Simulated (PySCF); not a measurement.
Al(F)(NCO)(OMe) (C₂H₃AlFNO₂), SMILES C[O][Al]([F])[N]=C=O.

The structure is a stationary point at ωB97X-D3(BJ)/def2-SVP. The structure was generated by enumeration; whether it is a known compound was not checked. One conformer was computed; it need not be the lowest.

Two levels are set side by side: TDDFT-PBE/def2-SVPD (PySCF) and TDDFT-CAM-B3LYP/def2-SVPD (PySCF). Vertical, same geometry. The lowest singlet is HOMO→LUMO 100 % with PBE and HOMO→LUMO 90 % with the other functional; states are paired by order. Differences are taken from unrounded values.

```
quantity                               TDDFT-CAM-B3LYP  TDDFT-PBE  TDDFT-PBE minus TDDFT-CAM-B3LYP
-------------------------------------  ---------------  ---------  -------------------------------
lowest singlet excitation (eV)                    6.65       5.46                            -1.19
lowest triplet excitation (TDA) (eV)              6.35       5.24                            -1.11
first bright state (f over 0.05) (eV)             7.77       6.11                            -1.66
its oscillator strength                           0.09       0.09                             0.00
```

A lower first singlet is the usual sign of a functional without exact exchange. Differences between two approximate levels are no errors against the true value.

Rough cost on one machine, each run with all the roots and properties that it gave: TDDFT-CAM-B3LYP against TDDFT-PBE about 6 times.
